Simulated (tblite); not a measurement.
A geometry optimisation, step by step.

Species: C₈H₁₀Si.
Atom-mapped SMILES: `[CH2:1]=[C:2]([C:3]#[C:4][CH3:5])[C:6]#[C:7][SiH2:8][CH3:9]` (hydrogens: H10, H11 on C1; H12, H13, H14 on C5; H15, H16 on Si8; H17, H18, H19 on C9)

Computed with GFN2-xTB (tblite), gas phase: L-BFGS steps from a force-field or distance-geometry start until the largest atomic force falls under 0.01 eV/Å. 7 of its 90 geometries are shown.

Step 0: E = -647.4542 eV, largest atomic force 3.265 eV/Å
```
atom  x, y, z in Å  |  force x, y, z in eV/Å
C1      1.548    0.379   -2.500   -0.496   0.378  -0.512
C2      1.099    0.085   -1.277    0.448  -0.314   0.349
C3      1.973   -0.619   -0.365   -2.093   1.467  -1.628
C4      2.686   -1.194    0.382    1.870  -1.611   2.138
C5      3.563   -1.917    1.325   -0.243   0.353  -0.679
C6     -0.218    0.460   -0.879    1.603  -0.568  -0.170
C7     -1.321    0.783   -0.548   -1.631   0.449   0.573
Si8    -3.038    1.274   -0.009    0.045   0.503  -1.371
C9     -3.408    0.742    1.724   -0.222  -0.110   1.149
H10     2.532    0.107   -2.825    0.140  -0.031  -0.041
H11     0.907    0.909   -3.209    0.329  -0.232   0.270
H12     4.565   -1.485    1.315   -0.070   0.049  -0.082
H13     3.643   -2.968    1.050   -0.080   0.049  -0.128
H14     3.181   -1.864    2.336   -0.208   0.120   0.115
H15    -3.202    2.751   -0.120    0.171  -0.285   0.021
H16    -4.043    0.660   -0.918    0.267   0.030   0.094
H17    -3.337   -0.338    1.836    0.024   0.044   0.081
H18    -4.426    1.035    2.015    0.357  -0.095  -0.072
H19    -2.715    1.205    2.437   -0.212  -0.195  -0.110
```

Step 15: E = -647.5963 eV, largest atomic force 0.079 eV/Å
```
atom  x, y, z in Å  |  force x, y, z in eV/Å
C1      1.535    0.382   -2.498   -0.008   0.000   0.006
C2      1.098    0.083   -1.267   -0.006   0.012  -0.029
C3      1.920   -0.609   -0.340    0.021  -0.017   0.032
C4      2.658   -1.195    0.407   -0.062   0.035  -0.034
C5      3.538   -1.899    1.308   -0.009   0.001   0.009
C6     -0.207    0.445   -0.840    0.057  -0.021  -0.006
C7     -1.323    0.767   -0.504   -0.017  -0.002   0.019
Si8    -3.035    1.280   -0.042    0.030  -0.021   0.029
C9     -3.397    0.736    1.739   -0.007  -0.002   0.005
H10     2.526    0.105   -2.817   -0.029   0.018  -0.020
H11     0.905    0.906   -3.196    0.022   0.002  -0.023
H12     4.533   -1.455    1.278    0.014   0.001   0.007
H13     3.611   -2.946    1.012    0.004  -0.017   0.003
H14     3.154   -1.844    2.326    0.001  -0.007   0.031
H15    -3.122    2.741   -0.151    0.002   0.045  -0.006
H16    -3.974    0.637   -0.968   -0.021  -0.021  -0.030
H17    -3.319   -0.343    1.849    0.001   0.023   0.000
H18    -4.404    1.026    2.027    0.020  -0.017   0.027
H19    -2.706    1.190    2.445   -0.015  -0.012  -0.019
```

Step 30: E = -647.5982 eV, largest atomic force 0.025 eV/Å
```
atom  x, y, z in Å  |  force x, y, z in eV/Å
C1      1.534    0.389   -2.513   -0.006   0.003  -0.009
C2      1.105    0.086   -1.281   -0.010   0.004   0.000
C3      1.926   -0.606   -0.352    0.001   0.000   0.008
C4      2.638   -1.191    0.419    0.013  -0.006  -0.002
C5      3.520   -1.896    1.319    0.003  -0.006   0.010
C6     -0.197    0.443   -0.844   -0.017   0.005   0.000
C7     -1.311    0.757   -0.492   -0.022   0.008  -0.001
Si8    -3.026    1.275   -0.038   -0.005   0.002   0.007
C9     -3.392    0.732    1.743    0.012  -0.005  -0.007
H10     2.521    0.116   -2.843    0.009  -0.001  -0.006
H11     0.900    0.913   -3.206   -0.004   0.012  -0.021
H12     4.515   -1.450    1.285   -0.001  -0.009   0.011
H13     3.593   -2.942    1.020    0.002   0.000   0.005
H14     3.143   -1.846    2.340   -0.014   0.009   0.000
H15    -3.112    2.737   -0.154    0.011   0.001   0.004
H16    -3.963    0.634   -0.973    0.011  -0.009   0.006
H17    -3.310   -0.346    1.850    0.001   0.002   0.012
H18    -4.397    1.018    2.044    0.018  -0.002  -0.016
H19    -2.696    1.186    2.444   -0.003  -0.009   0.000
```

Step 44: E = -647.6010 eV, largest atomic force 0.021 eV/Å
```
atom  x, y, z in Å  |  force x, y, z in eV/Å
C1      1.531    0.409   -2.561    0.007  -0.010  -0.006
C2      1.123    0.096   -1.325   -0.001   0.012  -0.012
C3      1.944   -0.595   -0.395   -0.009   0.004  -0.006
C4      2.625   -1.179    0.405   -0.017   0.006  -0.010
C5      3.457   -1.883    1.353   -0.002  -0.001   0.002
C6     -0.177    0.447   -0.873   -0.001  -0.001   0.003
C7     -1.287    0.755   -0.506    0.006  -0.009   0.010
Si8    -2.997    1.258   -0.024   -0.007   0.006  -0.001
C9     -3.349    0.710    1.757    0.006  -0.009   0.007
H10     2.513    0.146   -2.913    0.004  -0.003   0.012
H11     0.880    0.932   -3.241    0.016  -0.005   0.003
H12     4.459   -1.456    1.359    0.015   0.006   0.001
H13     3.525   -2.936    1.077    0.001  -0.014  -0.012
H14     3.032   -1.809    2.353   -0.010   0.010   0.013
H15    -3.080    2.721   -0.128   -0.014   0.006  -0.009
H16    -3.934    0.606   -0.949   -0.010   0.011  -0.004
H17    -3.269   -0.368    1.863    0.004  -0.016   0.001
H18    -4.353    0.996    2.060    0.003   0.000   0.001
H19    -2.652    1.161    2.457    0.009   0.006   0.005
```

Step 59: E = -647.6026 eV, largest atomic force 0.043 eV/Å
```
atom  x, y, z in Å  |  force x, y, z in eV/Å
C1      1.546    0.410   -2.581    0.009  -0.015   0.009
C2      1.122    0.106   -1.348   -0.002  -0.014  -0.007
C3      1.932   -0.586   -0.409    0.021  -0.006   0.012
C4      2.609   -1.169    0.397   -0.043   0.006   0.002
C5      3.420   -1.873    1.364   -0.015   0.012  -0.012
C6     -0.179    0.456   -0.898    0.008   0.016  -0.003
C7     -1.284    0.756   -0.511   -0.016   0.003  -0.013
Si8    -2.993    1.252   -0.016   -0.009   0.002   0.014
C9     -3.318    0.692    1.769    0.006   0.002  -0.021
H10     2.533    0.137   -2.913    0.002   0.008  -0.003
H11     0.913    0.934   -3.277    0.005  -0.008   0.023
H12     4.425   -1.449    1.384   -0.014  -0.021   0.012
H13     3.485   -2.928    1.097    0.011   0.019  -0.003
H14     2.975   -1.788    2.356    0.019   0.008  -0.021
H15    -3.092    2.715   -0.121    0.005   0.000   0.011
H16    -3.942    0.611   -0.937    0.005  -0.010   0.011
H17    -3.231   -0.387    1.867   -0.004   0.023   0.002
H18    -4.320    0.974    2.085    0.034  -0.014   0.006
H19    -2.612    1.143    2.462   -0.020  -0.010  -0.018
```

Step 74: E = -647.6049 eV, largest atomic force 0.025 eV/Å
```
atom  x, y, z in Å  |  force x, y, z in eV/Å
C1      1.578    0.413   -2.622   -0.009   0.004  -0.004
C2      1.123    0.124   -1.397   -0.003  -0.009   0.002
C3      1.905   -0.567   -0.434   -0.001   0.012  -0.007
C4      2.543   -1.146    0.404    0.006  -0.014   0.020
C5      3.326   -1.847    1.394    0.009  -0.006   0.003
C6     -0.180    0.483   -0.963    0.001  -0.001  -0.003
C7     -1.284    0.772   -0.562   -0.003   0.010  -0.005
Si8    -2.980    1.243   -0.003   -0.007   0.000  -0.006
C9     -3.237    0.654    1.782    0.004   0.002   0.003
H10     2.571    0.130   -2.930   -0.006   0.001   0.005
H11     0.965    0.936   -3.336   -0.004   0.004   0.002
H12     4.333   -1.431    1.435    0.006  -0.001   0.006
H13     3.393   -2.904    1.137    0.001  -0.004  -0.002
H14     2.863   -1.751    2.376   -0.004   0.006  -0.004
H15    -3.099    2.706   -0.075    0.000  -0.001  -0.006
H16    -3.951    0.594   -0.893   -0.006   0.004  -0.011
H17    -3.136   -0.425    1.864    0.010  -0.001  -0.003
H18    -4.229    0.920    2.138   -0.001  -0.001   0.004
H19    -2.514    1.105    2.455    0.009  -0.004   0.006
```

Step 89: E = -647.6059 eV, largest atomic force 0.004 eV/Å
```
atom  x, y, z in Å  |  force x, y, z in eV/Å
C1      1.573    0.414   -2.621    0.000  -0.002   0.000
C2      1.115    0.126   -1.396    0.000   0.001   0.001
C3      1.894   -0.562   -0.429    0.001  -0.002   0.003
C4      2.527   -1.144    0.412   -0.002   0.002  -0.003
C5      3.305   -1.843    1.408    0.001   0.000   0.000
C6     -0.190    0.488   -0.971   -0.002   0.001  -0.002
C7     -1.297    0.788   -0.589    0.001  -0.001   0.001
Si8    -2.990    1.250   -0.013    0.001   0.000  -0.001
C9     -3.194    0.641    1.773    0.000   0.000   0.000
H10     2.566    0.132   -2.925    0.000   0.000  -0.002
H11     0.961    0.937   -3.335    0.000   0.001   0.001
H12     4.313   -1.429    1.454    0.002   0.001   0.001
H13     3.371   -2.901    1.152   -0.001  -0.001   0.000
H14     2.835   -1.745    2.386    0.000  -0.001   0.001
H15    -3.119    2.713   -0.075   -0.001   0.000   0.001
H16    -3.974    0.604   -0.892    0.000   0.001  -0.001
H17    -3.076   -0.438    1.837    0.000  -0.001   0.000
H18    -4.177    0.889    2.163   -0.001   0.000   0.001
H19    -2.454    1.090    2.430    0.000   0.001   0.000
```

**Question.** Summarise the path.

**Answer.** The energy falls by 14.63 kJ/mol from step 0 to step 89; nine tenths of that is first reached at step 11. It rises by more than 0.2 meV at step 1. The largest force goes from 3.265 to 0.004 eV/Å. Among the bonds Si8–C9 changes most, from 1.850 to 1.898 Å; the atoms move by 0.212 Å rms after alignment.

**Question.** Follow the three bonds and two angles with the largest change from start to end.

**Answer.** 
```
step  E above end (kJ/mol)  largest force (eV/Å)  Si8–C9 (Å)  C4–C5 (Å)  C2–C3 (Å)  C3–C2–C6 (°)  C7–Si8–C9 (°)
   0                 14.63                 3.265       1.850      1.477      1.446         120.7          112.3
   4                  3.46                 0.474       1.897      1.452      1.429         119.0          110.6
   8                  1.96                 0.152       1.899      1.447      1.422         117.4          110.3
  12                  1.10                 0.080       1.897      1.443      1.418         117.4          109.7
  15                  0.92                 0.079       1.897      1.443      1.419         117.4          109.4
  19                  0.84                 0.049       1.897      1.445      1.419         117.1          109.2
  23                  0.80                 0.020       1.898      1.445      1.420         117.1          109.1
  27                  0.76                 0.024       1.897      1.445      1.420         116.9          109.2
  31                  0.72                 0.031       1.899      1.444      1.419         116.9          109.2
  35                  0.64                 0.028       1.897      1.444      1.420         116.7          109.3
  39                  0.58                 0.040       1.897      1.446      1.420         116.3          109.5
  43                  0.48                 0.044       1.897      1.444      1.420         116.2          109.8
  46                  0.45                 0.018       1.897      1.445      1.420         116.1          109.7
  50                  0.41                 0.027       1.898      1.445      1.420         116.0          109.4
  54                  0.38                 0.019       1.897      1.444      1.419         115.8          109.4
  58                  0.34                 0.030       1.899      1.445      1.420         115.7          109.3
  62                  0.21                 0.056       1.898      1.444      1.420         115.2          109.7
  66                  0.14                 0.025       1.899      1.445      1.420         115.2          109.6
  70                  0.12                 0.018       1.898      1.444      1.420         115.1          109.5
  74                  0.10                 0.025       1.897      1.444      1.420         114.9          109.3
  77                  0.08                 0.040       1.897      1.444      1.420         115.0          108.9
  81                  0.04                 0.022       1.897      1.444      1.420         115.0          108.5
  85                  0.00                 0.025       1.898      1.444      1.420         115.0          108.2
  89                  0.00                 0.004       1.898      1.444      1.420         115.0          108.2
```

The cost below is that of the whole relaxation. The run took 0.62 s wall on Arm Neoverse V2, one thread, no GPU, shared host.
